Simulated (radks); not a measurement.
Valence configurations of Ba (all share [Xe]). All-electron calculation, Dirac Kohn-Sham, PBE, spin-unpolarised, spherical densities, point nucleus; open shells are shared between the two j in proportion to 2j + 1. Program: a radial shooting solver on a logarithmic mesh with Libxc functionals. Energies are relative to 6s2; eigenvalues in eV.

| valence | E (eV) | e(4f5/2) | e(4f7/2) | e(5d3/2) | e(5d5/2) | e(6p1/2) |
|---|---|---|---|---|---|---|
| 6s2 | 0.000 | - | - | - | - | - |
| 5d1 6s1 | 1.334 | - | - | -1.415 | -1.312 | - |
| 6s1 6p1 | 2.024 | - | - | - | - | -1.838 |
| 5d2 | 2.833 | - | - | -1.030 | -0.942 | - |
| 5d1 6p1 | 3.142 | - | - | -2.177 | -2.061 | -1.586 |
| 6p2 | 4.128 | - | - | - | - | -2.249 |
| 4f1 6s1 | 4.181 | -0.362 | -0.333 | - | - | - |

NIST lists [Xe] 6s2 as the ground configuration; this level of theory agrees among the configurations tried. The energies are those of spherical spin-averaged densities, not of single terms.
